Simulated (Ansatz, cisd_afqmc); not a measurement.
Species: S, charge 0, triplet.

Total energies in cc-pV(D+d)Z, 6 correlated electrons, 5 frozen orbitals. Open shells are spin-unrestricted; no spin-orbit coupling. Cores are frozen in correlated methods. No relativity. AFQMC/CISD: phaseless, guided by CISD from CCSD amplitudes; bars are statistical, one sigma. Outlying blocks are dropped, and bars are widened where a walk drifts. Over all cases where full CI ran beside it in this data, AFQMC minus full CI had a median of +0.1 mEh and passed +0.4 mEh in a tenth of the cases. Full CI freezes restricted core orbitals and the other rows unrestricted ones, which leaves a small offset even where coupled cluster is exact.

| method | program | energy (Eh) | error against FCI (mEh) |
|---|---|---|---|
| HF | Ansatz | -397.49702 | 107.54 |
| MP2 | Ansatz | -397.58253 | 22.03 |
| CCSD | Ansatz | -397.60275 | 1.81 |
| CCSD(T) | Ansatz | -397.60412 | 0.43 |
| CCSDT(Q) | Ansatz | -397.60456 | 0.00 |
| CCSDTQ | Ansatz | -397.60458 | -0.02 |
| AFQMC/CISD | cisd_afqmc | -397.6046 ± 0.0001 | 0.0 ± 0.1 |
| FCI | Ansatz | -397.60456 | 0.00 |

Ansatz is a quantum-chemistry and plane-wave program.
